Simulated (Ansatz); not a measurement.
Consider the formal exchange of groups at the Si–C bond: `NC(N)=C[SiH3]` + `B[SiH2]OC` → `B[SiH2]OC[SiH3]` + `C=C(N)N`.

Program: Ansatz. Geometries: PBE0-D4/def2-TZVP. ΔE: electronic, gas phase. CCSD(T)/CBS is the MP2 limit (def2-TZVPP, def2-QZVPP) plus CCSD(T) − MP2 in def2-TZVPP, frozen cores. Functionals use def2-TZVPP. B3LYP here is the variant with VWN-RPA as its local correlation; programs differ in this. Each species was taken in one conformer, which may not be the lowest.

| level | ΔE (kJ/mol) |
| --- | --- |
| PBE-D4 | 36.6 |
| r2SCAN-D4 | 38.7 |
| B3LYP-D4 | 35.1 |
| B2PLYP | 35.6 |
| MP2/def2-TZVPP | 37.9 |
| MP2/def2-QZVPP | 37.6 |
| SCS-MP2/def2-QZVPP | 35.5 |
| CCSD/CBS(def2) | 33.1 |

What does CCSD(T)/CBS give? (Best estimate.)

Ansatz gave: +33.9 kJ/mol. The listed levels differ from it by 2.7, 4.8, 1.2, 1.7, 4.0, 3.7, 1.6, -0.8 kJ/mol.

Largest T1 diagnostic among the species: 0.012.
